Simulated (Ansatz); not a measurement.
`C[C@@H]1N[Si@@H]1F` → `[CH2]` (triplet) + `F[SiH]1CN1` at 298.15 K and 1 bar (formal loss of a carbene).

Program: Ansatz. Geometries: PBE0-D4/def2-TZVP. ΔE: electronic, gas phase. CCSD(T)/CBS is the MP2 limit (def2-TZVPP, def2-QZVPP) plus CCSD(T) − MP2 in def2-TZVPP, frozen cores. This one scheme is used for every species. Triplets are unrestricted, without spin–orbit coupling.

| species | CCSD(T)/CBS energy (Eh) | H − E (kJ/mol) | S (J/(mol·K)) |
| --- | --- | --- | --- |
| `C[C@@H]1N[Si@@H]1F` | -523.32566 | 233.8 | 322.2 |
| `[CH2]` (triplet) | -39.09499 | 55.4 | 195.3 |
| `F[SiH]1CN1` | -484.06067 | 156.2 | 291.4 |

H − E and S are ideal-gas, rigid-rotor, harmonic terms from PBE0-D4/def2-TZVP, for one conformer and one mirror image of each species, with the whole ground term of open shells counted as degenerate. 1 Eh = 2625.50 kJ/mol, R = 8.31446 J/(mol·K).

Task: By hand: ΔE, ΔH, ΔS and ΔG.

Result: ΔE = (-39.09499) + (-484.06067) − (-523.32566) = 0.17000 Eh = 446.3 kJ/mol. Δ(H − E) = 55.4 + 156.2 − 233.8 = -22.2, so ΔH = 424.1 kJ/mol. ΔS = 195.3 + 291.4 − 322.2 = 164.5 J/(mol·K). ΔG = 424.1 − 298.15 × (164.5)/1000 = 375.1 kJ/mol.

Task: By hand: the equilibrium constant, and the temperature at which ΔG would vanish if ΔH and ΔS stayed fixed.

Result: log₁₀ K = −ΔG/(RT ln 10) = -65.7. ΔG = 0 at ΔH/ΔS = 2578 K, far beyond where these terms or the molecules hold.

The number of gas molecules changes by +1, which sets the sign of ΔS. A doubt of 5 kJ/mol in ΔE shifts log₁₀ K by 0.9 here. Other conformers and mirror images would add mixing entropy, several J/(mol·K) or more a flexible species. A triplet takes part, so the spin changes. These are equilibria of isolated gas molecules and say nothing of rates. Largest T1 diagnostic: 0.012 (customary marks: 0.02 for closed shells, 0.045 for open ones).
